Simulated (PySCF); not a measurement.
CH5CdNS. Atoms are numbered in the order given.

```xyz
9

Cd     0.0870    -0.5663     0.0000
N     -0.5265    -2.4770     0.0000
H     -0.2457    -3.0151     0.8179
H     -0.2457    -3.0151    -0.8179
S      0.6302     1.7076     0.0000
C     -1.0107     2.5150     0.0000
H     -1.5965     2.2704    -0.8969
H     -0.8232     3.5981     0.0000
H     -1.5965     2.2704     0.8969
```
Charge 0, spin multiplicity 1.

Geometry optimised at PBE0-D3(BJ)/def2-SVP. The structure was generated by enumeration; whether it is a known compound was not checked. The def2 effective core potentials stand for the cores of Cd; spin–orbit coupling is left out. Other conformers were not sampled.

Calculation: PySCF with PBE/def2-TZVP.

Symmetry labels are those of the subgroup Cs that the program uses (full group Cs).

Computed valence orbital energies around the gap with their symmetry:
```json
[
 {"orbital": "HOMO−7", "symmetry": "A\"", "energy (eV)": "-10.84"},
 {"orbital": "HOMO−6", "symmetry": "A'", "energy (eV)": "-10.34"},
 {"orbital": "HOMO−5", "symmetry": "A\"", "energy (eV)": "-10.22"},
 {"orbital": "HOMO−4", "symmetry": "A'", "energy (eV)": "-8.78"},
 {"orbital": "HOMO−3", "symmetry": "A'", "energy (eV)": "-8.38"},
 {"orbital": "HOMO−2", "symmetry": "A'", "energy (eV)": "-6.61"},
 {"orbital": "HOMO−1", "symmetry": "A'", "energy (eV)": "-5.57"},
 {"orbital": "HOMO", "symmetry": "A\"", "energy (eV)": "-5.35"},
 {"orbital": "LUMO", "symmetry": "A'", "energy (eV)": "-1.67"},
 {"orbital": "LUMO+1", "symmetry": "A'", "energy (eV)": "-1.09"},
 {"orbital": "LUMO+2", "symmetry": "A\"", "energy (eV)": "-0.84"},
 {"orbital": "LUMO+3", "symmetry": "A'", "energy (eV)": "0.73"}
]
```
